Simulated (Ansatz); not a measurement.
C₁₂H₁₆HfO₂, SMILES `C[C@@]12[C@H]3[C@H]4[C@H]5[C@@H]1[Hf]45321678([OH])([OH])[C@@H]2[C@H]1[C@H]6[C@@]7(C)[C@@H]28` at its PBE0-D4/def2-TZVP geometry, where that method's forces vanish. Total charge 0; spin multiplicity 1. Hf takes the def2 core potential.

```xyz
31

C     2.9161    2.0249   -0.5177
C     2.2411    1.1771    0.5051
C     1.2840    1.6188    1.4523
C     0.9030    0.5262    2.2525
C     1.6004   -0.6137    1.7919
C     2.4300   -0.2014    0.7256
Hf    0.0106    0.0109   -0.0546
O     0.6694   -1.2475   -1.4565
O    -0.1488    1.7007   -1.1044
C    -1.6556   -1.1673    1.4354
C    -2.2009    0.1028    1.1401
C    -2.5321    0.1134   -0.2331
C    -2.1803   -1.1278   -0.7987
C    -2.3562   -1.5522   -2.2162
C    -1.6278   -1.9138    0.2432
H     3.4694    1.4138   -1.2336
H     3.6277    2.7091   -0.0466
H     2.1821    2.6171   -1.0680
H     0.8953    2.6245    1.5210
H     0.1948    0.5530    3.0670
H     1.5280   -1.6146    2.1917
H     3.0918   -0.8429    0.1613
H     1.5496   -1.1941   -1.8265
H    -0.8172    1.8309   -1.7758
H    -1.3107   -1.5028    2.4019
H    -2.3543    0.9128    1.8382
H    -2.9716    0.9445   -0.7661
H    -3.1441   -2.3062   -2.3006
H    -1.4292   -1.9780   -2.6053
H    -2.6373   -0.7078   -2.8485
H    -1.2273   -2.9102    0.1250
```

Task: What forces (eV/Å) does ωB97M-V/def2-TZVPP give on these atoms in Ansatz? (An estimate is asked.)

Result: The calculation gave: 
```
C1   0.118  0.190 -0.180
C2  -0.083 -0.126  0.106
C3  -0.030  0.130  0.017
C4  -0.066  0.016  0.124
C5  -0.023 -0.143  0.060
C6   0.127 -0.029 -0.060
Hf7 -0.012 -0.010  0.057
O8   0.062 -0.025 -0.052
O9  -0.039  0.044 -0.060
C10  0.014 -0.059  0.127
C11 -0.011  0.114  0.108
C12 -0.096  0.056 -0.092
C13  0.028  0.079  0.164
C14 -0.027 -0.113 -0.262
C15  0.031 -0.130 -0.016
H16 -0.038  0.032  0.041
H17 -0.058 -0.061 -0.041
H18  0.061 -0.045  0.039
H19  0.023 -0.054 -0.005
H20  0.035 -0.003 -0.050
H21  0.006  0.059 -0.021
H22 -0.044  0.040  0.023
H23 -0.012 -0.034 -0.024
H24  0.018  0.039 -0.005
H25 -0.014  0.021 -0.056
H26  0.007 -0.048 -0.040
H27  0.034 -0.048  0.024
H28  0.064  0.066  0.006
H29 -0.074  0.034  0.025
H30  0.022 -0.045  0.039
H31 -0.023  0.054  0.004
```
